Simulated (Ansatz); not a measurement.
Geometry optimisation, Ansatz, RKS PBE0/6-31G.

The input (input.yaml):

```yaml
crystal:
  periodic: [false, false, false]
  atoms:
    - { symbol: C, position_ang: [0.4608, -2.8516, 0.5723] }
    - { symbol: Si, position_ang: [0.5002, -1.2965, -0.4949] }
    - { symbol: Si, position_ang: [-0.2376, 0.5322, 0.6938] }
    - { symbol: Cl, position_ang: [-2.0525, 0.272, 1.3775] }
    - { symbol: Si, position_ang: [-0.1073, 2.314, -0.759] }
    - { symbol: O, position_ang: [1.4869, 2.58157, -1.25019] }
    - { symbol: H, position_ang: [1.0671, -2.7104, 1.4559] }
    - { symbol: H, position_ang: [0.7924, -3.6709, 0.002] }
    - { symbol: H, position_ang: [-0.6081, -2.9859, 0.9345] }
    - { symbol: H, position_ang: [1.9067, -1.0863, -0.9269] }
    - { symbol: H, position_ang: [-0.3508, -1.4724, -1.6839] }
    - { symbol: H, position_ang: [0.6625, 0.7466, 1.9338] }
    - { symbol: H, position_ang: [-0.89093, 2.1265, -1.95321] }
    - { symbol: H, position_ang: [-0.52787, 3.54036, -0.07023] }
    - { symbol: H, position_ang: [2.05985, 2.97586, -0.57249] }
basis:
  gaussian: { orbitals: "6-31G" }
hamiltonian:
  xc: pbe0
relax:
  f_tol: 0.015
  max_steps: 40
```

Command:

```bash
$ ansatz run input.yaml --threads 1 --pin off --max-ram 2048MiB --backend cpu --events-out ev --progress --plain --runs-dir out
```

Problem. Where does it end, and by what steps?

Solution. It converged. Limits of this set-up: no polarisation functions. After 13 steps the energy has fallen by 0.980 eV; H15 moved furthest, 0.44 Å.

```tsv
step	energy less start (eV)	largest force component (eV/Å)	accepted
0	0.0000	5.242	yes
1	-0.8971	0.671	yes
2	-0.9482	0.234	yes
3	-0.9619	0.216	yes
4	-0.9676	0.134	yes
5	-0.9743	0.201	yes
6	-0.9766	0.039	yes
7	-0.9777	0.054	yes
8	-0.9786	0.097	yes
9	-0.9790	0.059	yes
10	-0.9794	0.045	yes
11	-0.9797	0.029	yes
12	-0.9798	0.026	yes
13	-0.9800	0.015	yes
```

```xyz
15
Properties=species:S:1:pos:R:3
C 0.328 -2.972 0.646
Si 0.624 -1.472 -0.501
Si 0.008 0.533 0.579
Cl -2.043 0.224 1.379
Si -0.140 2.497 -0.730
O 1.445 2.945 -1.283
H 0.966 -2.912 1.532
H 0.553 -3.902 0.116
H -0.717 -2.998 0.971
H 2.078 -1.346 -0.878
H -0.182 -1.582 -1.767
H 0.862 0.785 1.796
H -0.924 2.233 -1.976
H -0.785 3.587 0.089
H 2.088 3.393 -0.715
```

Whether the end is a true minimum wasn't checked by a vibrational analysis.

Time of the run: 66 s on 1 thread of Intel(R) Xeon(R) 6975P-C (Granite Rapids), on a shared host, peak memory 0.29 GiB.
